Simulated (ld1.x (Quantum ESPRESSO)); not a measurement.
**Before and after: TM potential for Sn**

```json
{
  "Element": "tin (Sn)",
  "Generator": "ld1.x (Quantum ESPRESSO) 7.5",
  "Type": "norm-conserving Troullier–Martins (Kleinman–Bylander form)",
  "Functional": "PW91",
  "Relativity": "scalar-relativistic",
  "Frozen core": "[Kr] 4d10",
  "Valence charge": "4",
  "Reference configuration": "5s2 5p2",
  "Partial waves": "5s (bound): rc 1.85 bohr; 5p (bound): rc 2.20 bohr",
  "Local potential": "all-electron potential smoothed inside 1.55 bohr (lloc = -1)",
  "Core correction": "none"
}
```

Change: wave 5p (bound): rc 2.20 bohr becomes 5p (bound): rc 1.76 bohr.

Cutoffs: the cutoffs (Ry, on a coarse ladder) from which the occupation-weighted sum of valence levels, in a spherical-Bessel basis at the reference potential, stays within 10 and 1 mRy of its value at 400 Ry; they do not see the model core or the augmentation charge, which bear on the density cutoff. Errors are all-electron minus pseudo energies relative to the spin-unpolarised reference configuration.

Problem. Predict the effect on cutoff, ghosts and configuration errors.

Solution. The potential gets harder (21 Ry and 35 Ry → 30 Ry and 50 Ry); both files keep a bound ghost (d, s); of the 7 tests that both files solve, the error grows in 5 and shrinks in 0 by more than 15 % and 0.3 meV (median size 11.1 → 31.1 meV). A smaller radius makes the pseudo-wave follow the all-electron one further in, where it bends more sharply, so more plane waves are needed. That the errors move this way runs against the usual rule that smaller radii transfer better.

| quantity | base | changed |
| --- | --- | --- |
| cutoff, loose | 21 Ry | 30 Ry |
| cutoff, tight | 35 Ry | 50 Ry |
| loose cutoff by channel (10 mRy a level) | s 18 Ry, p 6 Ry | s 18 Ry, p 15 Ry |
| bound ghosts | s, d | s, d |
| error for 5s2 5p1, meV [ΔE 6.93 eV] | +2.4 | +6.0 |
| error for 5s2 5p0, meV [ΔE 20.96 eV] | +11 | +31 |
| error for 5s1 5p0, meV [ΔE 52.04 eV] | +124 | +125 |
| error for 5s2 5p2.3, meV [ΔE -0.86 eV] | +0.5 | +0.7 |
| error for 5s2 5p1.5, meV [ΔE 2.64 eV] | +0.4 | +1.3 |
| error for 5s1 5p2, meV [ΔE 14.61 eV] | +26 | +124 |
| error for 5s1 5p3, meV [ΔE 7.01 eV] | +15 | +60 |

 A true bound ghost makes a file unfit for plane-wave use even where its test errors are small: the radial tests pick states by their node count and pass the ghost by.
